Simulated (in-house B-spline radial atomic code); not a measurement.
Spin-orbit splittings of orbital energies (j = l + 1/2 less j = l - 1/2) and ratios of mean radii (lower j over upper j) along the 42-electron series, configuration [Kr] 4d6. Computed with an all-electron radial atomic-structure program (B-spline basis): Dirac-Hartree-Fock, average of the configuration, finite nuclei.

```json
{"ion": "Te10+", "Z": "52", "splitting of 4p (eV)": "11.044", "radius ratio of 4p": "0.97229", "splitting of 4d (eV)": "1.8572", "radius ratio of 4d": "0.99109", "splitting of 3d (eV)": "10.929", "radius ratio of 3d": "0.98816"}
{"ion": "I11+", "Z": "53", "splitting of 4p (eV)": "12.459", "radius ratio of 4p": "0.9716", "splitting of 4d (eV)": "2.1477", "radius ratio of 4d": "0.99094", "splitting of 3d (eV)": "12.077", "radius ratio of 3d": "0.98773"}
{"ion": "Xe12+", "Z": "54", "splitting of 4p (eV)": "14.004", "radius ratio of 4p": "0.97086", "splitting of 4d (eV)": "2.4668", "radius ratio of 4d": "0.99078", "splitting of 3d (eV)": "13.315", "radius ratio of 3d": "0.98729"}
{"ion": "Cs13+", "Z": "55", "splitting of 4p (eV)": "15.687", "radius ratio of 4p": "0.97009", "splitting of 4d (eV)": "2.8162", "radius ratio of 4d": "0.99059", "splitting of 3d (eV)": "14.647", "radius ratio of 3d": "0.98684"}
{"ion": "Ba14+", "Z": "56", "splitting of 4p (eV)": "?", "radius ratio of 4p": "?", "splitting of 4d (eV)": "?", "radius ratio of 4d": "?", "splitting of 3d (eV)": "?", "radius ratio of 3d": "?"}
{"ion": "La15+", "Z": "57", "splitting of 4p (eV)": "19.5", "radius ratio of 4p": "0.96844", "splitting of 4d (eV)": "3.6135", "radius ratio of 4d": "0.99017", "splitting of 3d (eV)": "17.611", "radius ratio of 3d": "0.98591"}
{"ion": "Ce16+", "Z": "58", "splitting of 4p (eV)": "21.647", "radius ratio of 4p": "0.96756", "splitting of 4d (eV)": "4.0651", "radius ratio of 4d": "0.98993", "splitting of 3d (eV)": "19.254", "radius ratio of 3d": "0.98543"}
{"ion": "Pr17+", "Z": "59", "splitting of 4p (eV)": "?", "radius ratio of 4p": "?", "splitting of 4d (eV)": "?", "radius ratio of 4d": "?", "splitting of 3d (eV)": "?", "radius ratio of 3d": "?"}
{"ion": "Nd18+", "Z": "60", "splitting of 4p (eV)": "?", "radius ratio of 4p": "?", "splitting of 4d (eV)": "?", "radius ratio of 4d": "?", "splitting of 3d (eV)": "?", "radius ratio of 3d": "?"}
{"ion": "Pm19+", "Z": "61", "splitting of 4p (eV)": "29.168", "radius ratio of 4p": "0.96473", "splitting of 4d (eV)": "5.6551", "radius ratio of 4d": "0.98916", "splitting of 3d (eV)": "24.885", "radius ratio of 3d": "0.98392"}
{"ion": "Sm20+", "Z": "62", "splitting of 4p (eV)": "32.068", "radius ratio of 4p": "0.96373", "splitting of 4d (eV)": "6.2705", "radius ratio of 4d": "0.98888", "splitting of 3d (eV)": "27.015", "radius ratio of 3d": "0.9834"}
```

Problem. Fill in the row of Ba14+.

Solution. splitting of 4p (eV): 17.516; radius ratio of 4p: 0.96928; splitting of 4d (eV): 3.1979; radius ratio of 4d: 0.99039; splitting of 3d (eV): 16.077; radius ratio of 3d: 0.98638.

Problem. Fill in the row of Pr17+.

Solution. splitting of 4p (eV): 23.968; radius ratio of 4p: 0.96665; splitting of 4d (eV): 4.5546; radius ratio of 4d: 0.98969; splitting of 3d (eV): 21.01; radius ratio of 3d: 0.98494.

Problem. Fill in the row of Nd18+.

Solution. splitting of 4p (eV): 26.471; radius ratio of 4p: 0.96571; splitting of 4d (eV): 5.0839; radius ratio of 4d: 0.98943; splitting of 3d (eV): 22.885; radius ratio of 3d: 0.98444.

Problem. With what power of Z does the column «splitting of 3d (eV)» change over this range?

Solution. A fit of the logarithm of its size against log Z from Z = 52 to 62 has slope 5.14. An unscreened hydrogenic electron would give 4 at low Z; screening makes the apparent power larger near the neutral end, and relativity raises it again at high Z.
